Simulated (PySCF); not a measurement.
Orbital picture of CsNa

r²SCAN0 at R = 3.934 Å; basis Cs def2-SVPD with ECP46, Na def2-SVPD; scalar-relativistic core potentials; PySCF 2.14. State: ¹Σ⁺ (singlet), closed shell. Only the outer orbitals are listed, counted within each symmetry, core potentials removing the inner ones.

```
orbital  occ.  ε (eV)  on Cs (%)            main shells (%)
     3σ     2  -31.95          0                   100 Na p
     1π     2  -31.95          0                   100 Na p
     1π     2  -31.95          0                   100 Na p
     4σ     2  -30.10        100                   100 Cs s
     2π     2  -15.41        100                   100 Cs p
     2π     2  -15.41        100                   100 Cs p
     5σ     2  -15.34        100                   100 Cs p
     6σ     2   -2.95         41           57 Na s, 37 Cs s
     7σ     0   -1.13         67  51 Cs s, 27 Na s, 16 Cs p
     3π     0   -0.42         60           55 Cs p, 40 Na p
     3π     0   -0.42         60           55 Cs p, 40 Na p
```

Task: Which are the highest filled and the lowest empty level, where do they sit, and how wide is the gap?

Result: Highest filled 6σ at -2.95 eV (in %: 57 Na s, 37 Cs s); lowest empty 7σ at -1.13 eV (in %: 51 Cs s, 27 Na s, 16 Cs p); the gap at r²SCAN0 is 1.82 eV.

```json
{
 "bond order (Mayer)": "0.98",
 "⟨S²⟩": "0.000",
 "charge on Cs (Mulliken, basis-dependent)": "0.18",
 "charge on Cs (Löwdin, basis-dependent)": "0.08",
 "dipole moment (positive dipole means Cs(−)Na(+))": "-4.90 D"
}
```

Closed-shell solutions of metal pairs were not tested for spin polarisation, which can lower them a little. Spin–orbit coupling is left out.
